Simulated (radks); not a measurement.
The numbers below are computed, except where a source is named.
All-electron atom: Zr X in [Ar] 3d10 4s2 4p1. Level of theory: Dirac Kohn-Sham, OLYP, spin-unpolarised, spherical densities, point nucleus; open shells fill j = l - 1/2 first (a radial shooting solver on a logarithmic mesh with Libxc functionals).

Spin-orbit splittings of the eigenvalues, e(l+1/2) - e(l-1/2), with zeta = 2 splitting/(2l+1) and mean radii in bohr:

shell,occ.,splitting (eV),zeta (eV),<r> j=l-1/2,<r> j=l+1/2
2p,6,85.94,57.29,0.1386,0.1430
3p,6,13.86,9.237,0.4518,0.4619
3d,10,2.568,1.027,0.4432,0.4465
4p,1,2.624,1.749,1.154,1.173
